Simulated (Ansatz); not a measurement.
```yaml
crystal:
  periodic: [false, false, false]
  atoms:
    - {symbol: C, position_ang: [-1.359592, -2.372384, -1.677718]}
    - {symbol: S, position_ang: [0.379519, -1.823632, -1.645886]}
    - {symbol: Zr, position_ang: [-0.021616, 0.295879, -0.521699]}
    - {symbol: O, position_ang: [-1.586887, 1.186574, -1.139416]}
    - {symbol: S, position_ang: [1.827499, 1.847141, -0.601667]}
    - {symbol: C, position_ang: [2.854735, 0.417858, -0.128115]}
    - {symbol: S, position_ang: [-0.366460, -0.299909, 1.818616]}
    - {symbol: C, position_ang: [-0.783899, 1.344373, 2.493970]}
    - {symbol: H, position_ang: [-1.716885, -2.380049, -2.706612]}
    - {symbol: H, position_ang: [-2.014094, -1.735137, -1.078243]}
    - {symbol: H, position_ang: [-1.404293, -3.380094, -1.266545]}
    - {symbol: H, position_ang: [-2.419039, 1.563930, -1.409330]}
    - {symbol: H, position_ang: [3.316293, 0.604598, 0.839994]}
    - {symbol: H, position_ang: [3.615371, 0.251463, -0.889220]}
    - {symbol: H, position_ang: [2.294278, -0.529099, -0.031507]}
    - {symbol: H, position_ang: [0.065407, 2.022694, 2.414791]}
    - {symbol: H, position_ang: [-1.035318, 1.210999, 3.546166]}
    - {symbol: H, position_ang: [-1.644999, 1.774799, 1.982439]}
basis:
  gaussian: {orbitals: def2-mTZVPP, final_grid: {core_spheres: 20, valence_spheres: 16, degree: 47}}
hamiltonian: {xc: {name: HF}}
correlation: {method: mp2, frozen_orbitals: {C: 9}}
```

```sh
$ ansatz run in.yaml --threads 4 --pin off --events-out ev --progress --plain --max-ram 66560MiB --backend cpu
```

Output, abridged:

```
Functional definition: HF
Error: "frozen_orbitals" has no count for S
```

(1) What is wrong with this run?

## Answers

(1) Frozen orbitals are typed for one element alone, and the program wants a count for each. The program refused the input.
